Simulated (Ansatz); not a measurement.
Consider the cleavage of the Si–Si bond: `CC[SiH2][SiH2]F` + H₂Se → `CC[SiH2][SeH]` + `F[SiH3]`.

Calculated with Ansatz (gas phase, PBE0-D4/def2-TZVP geometries, no zero-point term in ΔE). CCSD(T)/CBS is the MP2 limit (def2-TZVPP, def2-QZVPP) plus CCSD(T) − MP2 in def2-TZVPP, frozen cores. This one scheme is used for every species. DFT in def2-TZVPP. For Se outer-core shells are correlated without core-valence functions, which leaves a few kJ/mol of doubt a bond. Scalar relativity is left out up to krypton. One conformer a species, not always the lowest.

(1) Is it downhill or uphill in electronic energy at CCSD(T)/CBS, and by how much? (An estimate is asked.)

(2) What do these levels give: PBE0-D4, ωB97X-V, B2PLYP, PBE, r2SCAN, HF/CBS(def2)? (Estimate.)

Largest T1 diagnostic among the species: 0.011.

Answers

(1) Ansatz gave: Downhill: ΔE = -76.8 kJ/mol.

(2) Computed: PBE0-D4 -66.4, ωB97X-V -70.2, B2PLYP -74.7, PBE -59.9, r2SCAN -69.8, HF/CBS(def2) -81.8 kJ/mol.

From PBE to PBE0 (25 % exact exchange), in def2-TZVPP and without D4, ΔE moves by −5.8 kJ/mol.
